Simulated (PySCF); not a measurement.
**What each rung costs, and what it gives**

Saddle point of MgH₂BrCl, singlet (MgBrCl + H₂ → MgHCl ([MgH][Cl]) + HBr (still joined by a long Mg–Br bond); bonds formed: Mg1–H5, Br2–H4; bonds broken: H4–H5; bonds weakened to dative contacts: Mg1–Br2), PBE0-D4/def2-TZVP structure:

```csv
atom,x (Å),y (Å),z (Å)
Mg1,-0.5964,-0.4791,-0.4455
Br2,1.0303,1.5445,0.7180
Cl3,-2.1746,0.3087,-1.7452
H4,1.3122,0.1595,1.0343
H5,0.4285,-1.5338,0.4384
```

Barriers are electronic and count from the start structure reached by relaxing down the imaginary mode.

PySCF 2.14 with density fitting (its default auxiliary sets; JK sets also for MP2 and CCSD(T)); basis: as named in each row; cores frozen in the correlated methods. Filled d shells of the heavier atoms are correlated. The outer core shell of Li, Na, Mg and K is correlated. The def2 sets are not built for correlating such inner shells, so the correlated values are less sure here. B3LYP uses VWN-RPA correlation. Extrapolation: Hartree–Fock as exp(−7.88 √X), correlation as X^−2.97.

Times are rough, for one single point on 4 threads of a shared host (Oxide Virtual Turin-like).

The estimate by CCSD(T) at an estimated basis limit (MP2 extrapolated from triple and quadruple zeta, plus CCSD(T) − MP2 in triple zeta) is 1.825 eV.

| method | basis | time (s) | barrier (eV) | method less estimate |
| --- | --- | --- | --- | --- |
| HF | STO-3G | 1 | 2.530 | 0.704 |
| PBE0-D4 | def2-SVP | 3 | 1.638 | -0.187 |
| MP2 | def2-QZVPP | 3 | 1.905 | 0.079 |
| PBE-D4 | def2-SVP | 4 | 1.544 | -0.281 |
| SPW92 | def2-TZVPP | 4 | 1.527 | -0.299 |
| BHLYP-D4 | def2-TZVPP | 4 | 1.850 | 0.025 |
| PBE-D4 | def2-TZVPP | 6 | 1.661 | -0.164 |
| PBE0-D4 | def2-TZVPP | 6 | 1.745 | -0.081 |
| B3LYP-D4 | def2-TZVPP | 6 | 1.762 | -0.063 |
| CCSD(T) | def2-SVP | 9 | 1.716 | -0.109 |
| r2SCAN-D4 | def2-TZVPP | 10 | 1.817 | -0.008 |
| wB97M-V | def2-TZVPP | 97 | 1.769 | -0.057 |
| CCSD(T) | def2-TZVPP | 120 | 1.765 | -0.060 |

All methods are single points on the PBE0-D4 structures.

T1 diagnostic: at most 0.007.

Labels in which every atom is bracketed show which atoms are joined, not bond orders.
